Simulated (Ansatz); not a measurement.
RuO₄⁻. Charge -1, multiplicity 2. Geometry PBE-D4/def2-SVP, that of the neutral singlet; atoms count from 1.

```
atom    x (Å)    y (Å)    z (Å)
 Ru1   0.0000   0.0000   0.0000
  O2   1.6125  -0.4683   0.2272
  O3  -1.0257  -1.1337   0.7307
  O4  -0.3366   0.0796  -1.6587
  O5  -0.2502   1.5223   0.7008
```

In the def2 sets Ru takes a core potential; there is no spin–orbit coupling.

(1) Estimate the Mulliken populations from the PBE0/def2-TZVPD orbitals of Ansatz.

(2) Where does the spin sit?

(3) And the Mayer bond orders between heavy atoms (over 0.3)?

## Answers

(1) 
| atom | charge (e) | spin (α − β) | d electrons |
| --- | --- | --- | --- |
| Ru1 | 2.32 | 0.50 | 5.48 |
| O2 | -0.83 | 0.13 | – |
| O3 | -0.83 | 0.13 | – |
| O4 | -0.83 | 0.13 | – |
| O5 | -0.83 | 0.13 | – |
Mulliken values depend strongly on the basis. With diffuse functions, as here, like atoms can get unlike values, and bond orders can come out too low or too high.

(2) Summed by element: Ru 0.50, O 0.50, of 1 unpaired in all. Largest on single atoms: Ru1 0.50, O2 0.13, O3 0.13.

(3) Ru1–O2 1.14 (1.69 Å); Ru1–O3 1.14 (1.69 Å); Ru1–O4 1.14 (1.69 Å); Ru1–O5 1.14 (1.69 Å).
